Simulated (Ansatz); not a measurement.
`CO[SiH](C)[SeH]` + `CCCC(C)CC` → `CO[SiH2][SeH]` + `CCCC(CC)CC`  (formal exchange of groups at the Si–C bond)

Computed with Ansatz on PBE0-D4/def2-TZVP structures; ΔE is electronic, products minus reactants. CBS: MP2 limit from def2 TZ/QZ plus the TZ coupled-cluster correction, frozen cores. DFT in def2-TZVPP. B3LYP here is the variant with VWN-RPA as its local correlation; programs differ in this. For Se outer-core shells are correlated without core-valence functions, which leaves a few kJ/mol of doubt a bond. Scalar relativity is left out up to krypton. One conformer a species, not always the lowest.

`CO[SiH](C)[SeH]`:

Z-matrix (Å, degrees):
```
C
O 1 1.408
H 1 1.097 2 111.5
H 1 1.095 2 111.1 3 -121.4
H 1 1.091 2 108.2 3 119.2
Si 2 1.639 1 123.8 3 59.4
Se 6 2.291 2 112.3 1 57.5
C 6 1.851 2 106.7 1 176.5
H 6 1.488 2 109.6 1 -60.1
H 7 1.467 6 92.8 2 -90.1
H 8 1.092 6 110.7 2 174.5
H 8 1.093 6 110.0 2 54.2
H 8 1.092 6 110.7 2 -65.2
```

`CCCC(C)CC`:

```xyz
23

C     1.571   -1.517   -2.511
C     0.378   -0.902   -1.800
C     0.741   -0.336   -0.436
C    -0.386    0.391    0.292
C    -1.545   -0.543    0.617
C     0.159    1.073    1.546
C    -0.829    1.979    2.261
H     2.362   -0.778   -2.666
H     1.999   -2.336   -1.924
H     1.295   -1.919   -3.489
H    -0.047   -0.103   -2.419
H    -0.407   -1.657   -1.697
H     1.581    0.359   -0.560
H     1.115   -1.146    0.205
H    -0.761    1.179   -0.377
H    -1.959   -1.002   -0.282
H    -1.212   -1.348    1.280
H    -2.361   -0.016    1.115
H     0.520    0.302    2.237
H     1.040    1.660    1.263
H    -1.679    1.424    2.664
H    -0.352    2.494    3.098
H    -1.223    2.743    1.584
```

`CO[SiH2][SeH]`:

```xyz
10

C     0.447   -0.299    1.612
O    -0.443    0.106    0.594
Si   -0.172   -0.217   -0.990
Se   -1.666    0.899   -2.269
H     0.422   -1.385    1.753
H     1.478    0.002    1.391
H     0.137    0.179    2.542
H     1.223    0.170   -1.331
H    -0.389   -1.653   -1.307
H    -1.037    2.198   -1.994
```

`CCCC(CC)CC`:

```xyz
26

C    -1.026    3.035    0.192
C     0.047    1.961    0.229
C    -0.470    0.605   -0.224
C     0.592   -0.488   -0.334
C    -0.001   -1.800   -0.848
C    -0.518   -1.742   -2.276
C     1.367   -0.702    0.970
C     0.522   -1.084    2.174
H    -1.867    2.771    0.839
H    -0.642    4.002    0.524
H    -1.421    3.163   -0.821
H     0.450    1.889    1.244
H     0.888    2.257   -0.410
H    -1.265    0.274    0.457
H    -0.951    0.730   -1.200
H     1.326   -0.153   -1.081
H     0.770   -2.576   -0.781
H    -0.811   -2.121   -0.182
H    -1.366   -1.062   -2.379
H     0.264   -1.403   -2.962
H    -0.850   -2.727   -2.613
H     1.934    0.205    1.204
H     2.116   -1.482    0.794
H    -0.039   -2.006    2.002
H     1.151   -1.245    3.053
H    -0.199   -0.302    2.429
```

(1) Is it downhill or uphill in electronic energy at CCSD(T)/CBS, and by how much? (Estimate.)

(2) What do these levels give: PBE0-D4, B3LYP-D4, ωB97X-V, r2SCAN, B3LYP, HF/def2-TZVPP, MP2/def2-TZVPP, SCS-MP2/def2-TZVPP, HF/def2-QZVPP, HF/CBS(def2), MP2/CBS(def2), CCSD/CBS(def2)? (Best estimate.)

Largest T1 diagnostic among the species: 0.010.

Results:

(1) Ansatz gave: Uphill: ΔE = +15.1 kcal/mol.

(2) The calculation gave: PBE0-D4 15.7, B3LYP-D4 15.6, ωB97X-V 14.8, r2SCAN 16.6, B3LYP 15.9, HF/def2-TZVPP 14.7, MP2/def2-TZVPP 15.1, SCS-MP2/def2-TZVPP 14.4, HF/def2-QZVPP 14.7, HF/CBS(def2) 14.7, MP2/CBS(def2) 15.7, CCSD/CBS(def2) 15.1 kcal/mol.
